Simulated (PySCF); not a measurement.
Choosing a molecule for a target property.

Species are written as SMILES; each is one conformer at its optimised geometry, gas phase, non-relativistic unless stated. Electronic properties by PySCF.

The conformers computed, where there is a choice (atom-mapped SMILES and torsion angles):
- `[CH2:1]=[C:2]1[C:3](=[CH2:4])[C@H:5]([F:6])[C@@H:7]1[O:8][CH3:9]`: C5–C7–O8–C9 78°
- `[OH:1][Si:2]([OH:3])([OH:4])[OH:5]`: H–O1–Si2–O3 166°, H–O3–Si2–O1 -43°, H–O4–Si2–O1 -167°, H–O5–Si2–O1 -75°
- `[CH3:1][C:2](=[S:3])[c+:4]1[s:5][cH:6][cH:7][s:8]1`: C1–C2–C4–S5 180°

The conformers of `COC1OCCO1`, `O=C1C[C@@H]2C[C@H](F)[C@H]1C2` and `O=C1OCCC(F)(F)O1` aren't listed.

(1) Wanted: HOMO–LUMO gap below 4 eV (PBE0/def2-SVPD) and lowest triplet excitation (Tamm–Dancoff) below 3 eV (TDA PBE0/def2-SVPD), at GFN2-xTB geometries. Which candidate meets both?
A. `CC(=S)[C+]1SC=CS1`
B. `O=C1C[C@@H]2C[C@H](F)[C@H]1C2`
C. `O=C1OCCC(F)(F)O1`
D. `O[Si](O)(O)O`
E. `C=C1C(=C)[C@H](F)[C@@H]1OC`
F. `O(C)C1OCCO1`

Results:

(1) A. Computed values:
```csv
species,HOMO–LUMO gap,lowest triplet excitation (Tamm–Dancoff)
CC(=S)[C+]1SC=CS1,2.63 eV,0.75 eV
C=C1C(=C)[C@H](F)[C@@H]1OC,5.40 eV,2.79 eV
O=C1C[C@@H]2C[C@H](F)[C@H]1C2,6.50 eV,3.72 eV
O(C)C1OCCO1,8.36 eV,7.08 eV
O[Si](O)(O)O,9.05 eV,7.54 eV
O=C1OCCC(F)(F)O1,9.34 eV,6.40 eV
```
